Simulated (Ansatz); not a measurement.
**SnH3 (SMILES [SnH3]): the vertical energy of the quartet above the doublet, rung by rung**

SnH3: 4 atoms, total charge 0, spin state doublet. SMILES: `[SnH3]`. The shape is that of a PBE0-D4/def2-TZVP optimisation.

Quantity: the vertical energy of the quartet above the doublet, in eV. The values are calculated.

```tsv
level	kind	program	value (eV)	less FCI/STO-3G
UHF/STO-3G	Hartree–Fock	Ansatz	10.13	-0.18
USVWN5/STO-3G	LDA	Ansatz	10.62	+0.31
UBLYP/STO-3G	GGA	Ansatz	10.50	+0.19
UPBE/STO-3G	GGA	Ansatz	10.40	+0.09
U-r2SCAN/STO-3G	meta-GGA	Ansatz	10.53	+0.22
UPBE0/STO-3G	global hybrid	Ansatz	10.51	+0.20
RPA@PBE/STO-3G	RPA	Ansatz	10.67	+0.36
UCCSDTQ/STO-3G	coupled cluster or CI	Ansatz	10.54	+0.23
FCI/STO-3G	exact in the basis	Ansatz	10.31	0.00
```

FCI/STO-3G is exact within its basis and frozen core, so for wave-function methods in that basis the difference is their error; functionals converge differently with the basis, so for them it is only a difference. All-electron rows without a relativistic Hamiltonian named are non-relativistic. Spin-orbit coupling, which can split open shells on such heavy atoms by tenths of an eV, is left out. The values span 10.13 to 10.67 eV. All rows use very small basis sets, so even the best lies far from the true value. In the correlated wave-function rows the outer d shell of Sn is correlated, in sets not made for it.
